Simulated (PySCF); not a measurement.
Method: PBE-D3(BJ)/def2-TZVP // B3LYP-D3(BJ)/def2-TZVP (PySCF 2.14.0). Gas-phase values, no solvent. One relaxed conformer stands for a flexible species; it need not be the lowest. 

Reference species (SMILES): `CNC#N` (neutral, multiplicity 1).

```json
{
 "LUMO": "-0.57 eV"
}
```

Changed species: `N(/[H])=C/C=N\[H]` (N–C–C–N torsion 180°).

Problem. Predict the effect on the LUMO.

Solution. the LUMO drops by 2.54 eV, to -3.11 eV.
